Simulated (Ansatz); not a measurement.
BeF, multiplicity 2 (lowest of 2S+1 = 2, 4 at CCSD(T)/def2-TZVPP on PBE0 minima; our sources give no spin for the ground state, which may be another), most abundant isotopes (9.0122 and 18.9984 u). Constants from fifth-degree fits in 1/R to seven points on the lowest solution found; no spin–orbit coupling, no relativity up to Kr; ω_e x_e and α_e move by some per cent with the fit.

Correlated levels freeze the inner cores; with def2 sets outer-core shells near the valence are correlated too.

Run with Ansatz (Gaussian orbitals). 

Total energies (hartree; each atom in its lowest state at that level) and vibrational constants (cm⁻¹):

```csv
level,E(BeF) at r_e,E(Be),E(F),ω_e,ω_e x_e
PBE/def2-TZVPP,-114.524934,-14.628245,-99.669123,1196,9.2
B3LYP/def2-TZVPP,-114.660996,-14.672020,-99.770147,1226,9.5
wB97M-V/def2-TZVPP,-114.617180,-14.661041,-99.745271,1224,9.4
CCSD(T)/def2-QZVPP,-114.520111,-14.655539,-99.651180,1253,9.0
```

Work out D_e and D₀ in eV.


D_e = E(Be) + E(F) − E(molecule), times 27.2114 eV; D₀ = D_e − (ω_e/2 − ω_e x_e/4)/8065.54.
- PBE/def2-TZVPP: D_e = 6.192, zero point 0.074, D₀ = 6.119 eV
- B3LYP/def2-TZVPP: D_e = 5.955, zero point 0.076, D₀ = 5.879 eV
- wB97M-V/def2-TZVPP: D_e = 5.738, zero point 0.076, D₀ = 5.662 eV
- CCSD(T)/def2-QZVPP: D_e = 5.807, zero point 0.077, D₀ = 5.729 eV
No counterpoise correction is made.

Ansatz is a program for electronic structure.
